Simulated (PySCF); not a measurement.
CF2I, SMILES I[C](F)F, multiplicity 2.

The structure is a stationary point at B3LYP-D3(BJ)/def2-SVP. The isomer is the one that the SMILES or the coordinates give; other isomers of the formula were not compared. The def2 effective core potentials stand for the cores of I; spin–orbit coupling is left out.

All values below come from PySCF with TDA-PBE/def2-SVPD.

Vertical excitations. 

```json
[
 {"state": "root 1", "energy (eV)": "2.97", "λ (nm)": "417", "f": "0.000", "main pairs": "β HOMO→LUMO 98 %"},
 {"state": "root 2", "energy (eV)": "3.01", "λ (nm)": "412", "f": "0.002", "main pairs": "α HOMO→LUMO 45 %, β HOMO−1→LUMO 54 %"},
 {"state": "root 3", "energy (eV)": "3.56", "λ (nm)": "348", "f": "0.058", "main pairs": "α HOMO→LUMO 51 %, β HOMO−1→LUMO 44 %"},
 {"state": "root 4", "energy (eV)": "4.35", "λ (nm)": "285", "f": "0.000", "main pairs": "α HOMO−1→LUMO 72 %, β HOMO→LUMO+1 27 %"},
 {"state": "root 5", "energy (eV)": "4.53", "λ (nm)": "274", "f": "0.001", "main pairs": "α HOMO−2→LUMO 59 %, β HOMO−1→LUMO+1 40 %"},
 {"state": "root 6", "energy (eV)": "4.99", "λ (nm)": "248", "f": "0.000", "main pairs": "α HOMO−1→LUMO 26 %, β HOMO→LUMO+1 72 %"},
 {"state": "root 7", "energy (eV)": "5.27", "λ (nm)": "235", "f": "0.019", "main pairs": "α HOMO−2→LUMO 34 %, β HOMO−1→LUMO+1 53 %, β HOMO−2→LUMO 10 %"},
 {"state": "root 8", "energy (eV)": "5.70", "λ (nm)": "217", "f": "0.011", "main pairs": "α HOMO→LUMO+1 94 %"},
 {"state": "root 9", "energy (eV)": "5.96", "λ (nm)": "208", "f": "0.078", "main pairs": "α HOMO−3→LUMO 6 %, α HOMO→LUMO+1 6 %, β HOMO−2→LUMO 73 %"},
 {"state": "root 10", "energy (eV)": "6.19", "λ (nm)": "200", "f": "0.038", "main pairs": "α HOMO→LUMO+2 99 %"}
]
```
Unrestricted roots are not spin-pure.
